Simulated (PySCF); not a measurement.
**Ru: ionisation energy**

Ru [Kr] 4d7 5s1 (5F) → Ru⁺ [Kr] 4d7 (4F), as a difference of total energies. Calculation: PySCF 2.14, in aug-cc-pVDZ-PP with ECP28MDF (5s5p4d2f, 54 functions); a scalar-relativistic core potential. Correlated levels: valence: 4s2 4p6 frozen. The calculations carry no spin-orbit coupling.

Task: Order these methods by the ionisation energy they give, lowest first.
A. SCS-MP2 (valence)
B. MP2 (valence)
C. UHF
D. CCSD(T) (valence)

Result: C (6.296 eV), A (6.883 eV), B (7.131 eV), D (7.164 eV).

Errors of the correlated levels include the incompleteness of this basis and the frozen core.

For comparison: 7.365 eV (measured; NIST levels, between the centres of gravity of the two terms).
